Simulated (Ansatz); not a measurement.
Reaction (ligand exchange at a B–N bond): `O=C=NB(F)F` + H–F → boron trifluoride + `N=C=O`

Program: Ansatz. Geometries: PBE0-D4/def2-TZVP. ΔE: electronic, gas phase. CBS: MP2 limit from def2 TZ/QZ plus the TZ coupled-cluster correction, frozen cores. This one scheme is used for every species. Functionals use def2-TZVPP. B3LYP here is the variant with VWN-RPA as its local correlation; programs differ in this. One conformer a species, not always the lowest.

`O=C=NB(F)F`:

```xyz
6

O    -1.762    1.499    1.174
C    -0.985    0.956    0.512
N    -0.188    0.463   -0.242
B     0.695   -0.628   -0.419
F     1.409   -0.720   -1.519
F     0.830   -1.570    0.494
```

H–F:

```xyz
2

F     0.192   -0.037   -0.417
H    -0.192    0.037    0.417
```

`FB(F)F`:

```xyz
4

F     0.555   -1.177   -0.161
B     0.000    0.000    0.000
F     0.207    0.677    1.104
F    -0.762    0.500   -0.943
```

`N=C=O`:

```xyz
4

N    -0.435    0.619    0.116
C     0.439   -0.176   -0.132
O     1.361   -0.829   -0.400
H    -1.365    0.387    0.416
```

| level | ΔE (kcal/mol) |
| --- | --- |
| PBE0-D4 | -9.4 |
| B3LYP-D4 | -10.1 |

Q: What does CCSD(T)/CBS give? (An estimate is asked.)

A: Computed: -9.8 kcal/mol. The listed levels differ from it by 0.4, -0.3 kcal/mol.

Largest T1 diagnostic among the species: 0.018.

The D4 term adds +1.0 kcal/mol with B3LYP and +0.6 kcal/mol with PBE0; it sums over pairs of atoms, weighted by their polarisabilities, and B3LYP, whose exchange is more repulsive, gets the larger term. Leaving LDA and LC-ωPBE aside and taking each functional with its dispersion term where it has one, the values, not all of them listed here, spread over 2.6 kcal/mol, from B97M-V to revPBE-D4.
